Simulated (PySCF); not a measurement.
# Correlation energy of Sc (scandium, neutral)

[Ar] 3d1 4s1 4p1, one real determinant (an excited configuration). Computed with PySCF 2.14 in aug-cc-pVTZ (8s7p5d3f2g, 93 functions), with no relativity, point nucleus. Frozen: [Ar]; 3 electrons correlated.

```
  level  correlation energy (mhartree)
   CCSD                          -9.74
    (T)                          -0.16
CCSD(T)                          -9.90
```

Diagnostics: T1 = 0.014, D1 = 0.0310, largest double amplitude 0.057.

Question: Is a single reference adequate?

Answer: Yes: T1 lies below 0.03 and no double amplitude reaches 0.07.

The reference is one real determinant that mixes LS terms of this configuration.
